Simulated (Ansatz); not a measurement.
System: B2H3, charge 0, multiplicity 2. It need not be the lowest isomer of its formula. 
Geometry from a B3LYP-D3(BJ)/def2-TZVP (Ansatz, an electronic-structure program) optimisation:
SMILES: [BH]B
```xyz
5

B     -0.2379     0.0034     0.8100
B      0.2019    -0.0029    -0.6875
H     -0.5693     0.0082     1.9388
H      0.3386     1.0200    -1.2906
H      0.4106    -1.0309    -1.2607
```
Charge 0, spin multiplicity 2.

Basis-set convergence of Hartree-Fock and CCSD correlation energies (hartree) with Ansatz. Cores are frozen in the correlated levels unless marked. Open shells are spin-unrestricted. Spin-orbit coupling is left out. Non-relativistic.

```tsv
basis	functions	E(HF)	E(corr, CCSD)
aug-cc-pVDZ	73	-51.02232	-0.18525
aug-cc-pVTZ	161	___	___
```

Task: Fill in the missing entries.

Result: 
- aug-cc-pVTZ, E(HF): -51.03558
- aug-cc-pVTZ, E(corr, CCSD): -0.21438
